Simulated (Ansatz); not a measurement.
C2H8ClNSi (`CN[SiH2]CCl`) at its PBE0-D4/def2-TZVP geometry, where that method's forces vanish. Total charge 0; spin multiplicity 1.

```xyz
13

C    -1.7078   -0.0347    0.8640
N    -0.5284   -0.8530    0.6770
Si    0.5081   -0.7098   -0.6730
C     1.4461    0.9266   -0.7868
Cl    2.4139    1.1615    0.6989
H    -2.4598   -0.5621    1.4576
H    -2.1611    0.1794   -0.1078
H    -1.5018    0.9263    1.3525
H    -0.1188   -1.1719    1.5407
H     1.5117   -1.7998   -0.6008
H    -0.3123   -0.7928   -1.9149
H     0.7758    1.7832   -0.8736
H     2.1342    0.9471   -1.6339
```

Q: What forces (eV/Å) does B3LYP-D4/def2-TZVPP give on these atoms in the Gaussian-basis code of Ansatz? (Estimate.)

A: Computed: 
```
C1  -0.278  0.158  0.042
N2   0.182 -0.117  0.030
Si3  0.043 -0.175 -0.186
C4  -0.185  0.043 -0.359
Cl5  0.245  0.084  0.356
H6   0.029  0.037 -0.022
H7   0.014 -0.003  0.056
H8  -0.020 -0.039 -0.019
H9  -0.008 -0.015  0.006
H10 -0.068  0.070 -0.012
H11  0.053  0.002  0.077
H12  0.048 -0.053 -0.012
H13 -0.057  0.009  0.044
```

B3LYP here is the variant with VWN-RPA as its local correlation; programs differ in this.
